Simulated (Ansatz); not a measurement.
Molecule: H$_{4}$SiNO$_{3}$ (charge 0, doublet). SMILES: [NH][Si](O)(O)O
Structure (B3LYP-D3(BJ)/def2-TZVP (Ansatz, a first-principles code) minimum search):
```
Si
O 1 1.6335
H 2 0.9608 1 118.77
O 1 1.6368 2 109.29 3 70.76
H 4 0.9610 1 116.91 2 -153.63
O 1 1.6400 2 113.22 3 -48.09
H 6 0.9605 1 117.38 2 -92.31
N 1 1.7432 2 107.38 3 -168.14
H 8 1.0221 1 113.72 2 -45.15
```
Charge 0, spin multiplicity 2.

Wanted: enthalpy of formation at 298 K, in kcal/mol. Terms: LANL2DZ with its own core potentials from Na on; 6-311+G** with 5d, 6d on Na to Ar in Ansatz; spin-orbit terms left out; non-relativistic; 6-31G* and kin with 6d, 5d where marked; open shells spin-unrestricted; frozen cores in correlated levels. CBS marks a two-point X^-3 extrapolation of the correlation energy; Hartree-Fock from the larger set. Ab initio and DFT rows: single points at B3LYP-D3(BJ) geometries (Ansatz), with unscaled harmonic terms from B3LYP/6-31G* (Ansatz) at its own minima, enthalpies of formation by atomisation with measured atoms.

Coupled cluster (Ansatz) is a level with limits of its own, used here on species with T1 under 0.025 (0.045 for open shells) and stable references: CCSD(T)/CBS(cc-pV(T+d)Z,cc-pV(Q+d)Z).

Value to compare with, CCSD(T)/CBS(cc-pV(T+d)Z,cc-pV(Q+d)Z) (Ansatz): -203.9 kcal/mol.

```
level          program  enthalpy of formation at 298 K (kcal/mol)  difference
-------------  -------  -----------------------------------------  ----------
MP2/STO-3G      Ansatz                                       65.8       269.7
MP2/3-21G       Ansatz                                        2.7       206.6
MP2/LANL2DZ     Ansatz                                        9.0       212.9
MP2/6-31G*      Ansatz                                     -110.9        93.0
MP2/6-311+G**   Ansatz                                     -147.0        56.9
```

Among the 5 habitual levels, MP2/STO-3G lies farthest from CCSD(T)/CBS(cc-pV(T+d)Z,cc-pV(Q+d)Z) (Ansatz) (269.7 kcal/mol) and MP2/6-311+G** nearest (56.9); 5 of 5 lie above it, and their mean absolute difference is 167.8 kcal/mol, the median 206.6. One case shows no general order.

The sets are all those run for this method; left out are runs that failed, that the program found above a lower state of the same kind, or whose <S^2> lies over 0.5 above the pure value.
